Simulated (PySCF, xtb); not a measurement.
H2Te, SMILES [TeH2+], charge +1, multiplicity 2.

Harmonic wavenumbers (cm⁻¹) from GFN2-xTB in xtb 6.7.1 at its own minimum, in rising order: 766, 1862, 1898.

### Question
What does PBE-D3(BJ)/def2-TZVPD run with PySCF 2.14.0 give at its own minimum? (An estimate is asked for; the answer gives what the named calculation found.)

### Answer
849, 2049, 2055. Paired by order, the mean absolute difference is 143 cm⁻¹ and the zero-point energies are 6.5 and 7.1 kcal/mol.
